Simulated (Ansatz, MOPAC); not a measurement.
Molecule: arsine, AsH3, net charge 0, singlet state. SMILES: [AsH3]
Structure (B3LYP-D3(BJ)/def2-TZVP (Ansatz, a program for electronic structure) minimum search):
```xyz
4

As     0.0003     0.0002     0.0708
H     -0.7759    -1.0063    -0.7723
H     -0.4876     1.1692    -0.7786
H      1.2523    -0.1682    -0.7839
```

Wanted: size of the dipole moment, in D. Terms: six Cartesian d functions in 6-31G* and its kin unless marked 5d; no spin-orbit coupling; non-relativistic; dispersion terms only where a functional's name holds one; LANL2DZ with its own core potentials from Na on. Ab initio and DFT rows: single points at B3LYP-D3(BJ) geometries (Ansatz). Semi-empirical rows: dipoles at the shared geometry.

```
level                              program  size of the dipole moment (D)
---------------------------------  -------  -----------------------------
PM3                                  MOPAC                           0.67
PM6                                  MOPAC                           0.67
SVWN5/6-31G*                        Ansatz                           0.80
PBE/STO-3G                          Ansatz                           1.06
PBE/LANL2DZ                         Ansatz                           0.88
B3LYP/6-31G* with LANL2DZ past Ar   Ansatz                           0.64
```

No value to compare with is used here. The 6 habitual levels span 0.64 (B3LYP/6-31G* with LANL2DZ past Ar) to 1.06 D (PBE/STO-3G).

The levels are drawn from those run, B3LYP/6-31G* more often than the rest, none by its result; left out are runs that failed, that the program found above a lower state of the same kind, or whose <S^2> lies over 0.5 above the pure value.
